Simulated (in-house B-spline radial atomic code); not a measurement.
## LDA exchange-only excitations of Ba2+

Method: LDA exchange-only. Computed with an all-electron radial atomic-structure program (B-spline basis): linear response of the closed shell [Kr] 4d10 5s2 5p6 with the functional's adiabatic kernel; scalar-relativistic (spin-free one-electron X2C), finite nucleus, no spin-orbit coupling, no double excitations, S, P, D and F terms only; shells from n = 3 respond. Only terms of natural parity with L up to 3 were computed.

Spin-orbit coupling is strong here, so these LS terms don't match observed levels.

Command:
```bash
python run_td.py task.json out
```
Settings (radii: box in bohr, nucleus in fm):
```
Z                        56
electrons                54
configuration            [Kr] 4d10 5s2 5p6
hamiltonian              x2c
method                   lda,
box_radius               29.48
rms_radius               4.8378
intervals                73
```

Time taken, with all properties: 3.9 s on 1 thread of Arm Neoverse N1, with other jobs on the host.

The lowest states, in the order of their Tamm-Dancoff energies; the method's threshold (minus the highest occupied level) is 29.618 eV. Labels give the largest channel, * marks a mixed state, and oscillator strengths are full-response dipole values. Semilocal kernels can invert the small singlet-triplet splittings of Rydberg terms. Energies in eV:

```
     state  full response  Tamm-Dancoff  oscillator strength
5p → 5d 3P         16.336        16.406                    -
5p → 5d 3F         16.840        16.893                    -
5p → 6s 3P         17.769        17.778                    -
5p → 5d 1F         18.095        18.118                    -
5p → 6s 1P         18.119        18.135                0.405
5p → 4f 3D              ?             ?                    -
5p → 6p 3S         20.624        20.645                    -
5p → 6p 3D         21.017        21.024                    -
5p → 6p 1D              ?             ?                    -
5p → 5d 1P         21.034        21.524                 4.16
5p → 6p 1S         22.109        22.195                    -
5p → 4f 1D         22.143        22.289                    -
5p → 7s 3P         24.456        24.459                    -
5p → 7s 1P         24.553        24.556                 0.12
5p → 6d 3P         24.778        24.783                    -
5p → 6d 3F         24.833        24.838                    -
5p → 6d 1F         24.981        24.984                    -
5p → 7p 3S         25.381        25.385                    -
5p → 7p 3D         25.463        25.465                    -
5p → 7p 1D         25.533        25.535                    -
5p → 6d 1P         25.483        25.616                0.668
```

Q: Where does 5p → 4f 3D lie?

A: At 19.503 eV in full response, 19.554 eV in Tamm-Dancoff.

Q: Where does 5p → 6p 1D lie?

A: At 21.173 eV in full response, 21.177 eV in Tamm-Dancoff.

Q: How large is the singlet-triplet splitting of 5p → 5d (F terms) in Tamm-Dancoff?

A: 1.23 eV, from the unrounded values.

Q: What polarisabilities and dispersion coefficient does the method give?

A: Dipole 10.95 bohr³, quadrupole 49.46 bohr⁵, C6 81.13 hartree·bohr⁶ for two such species.
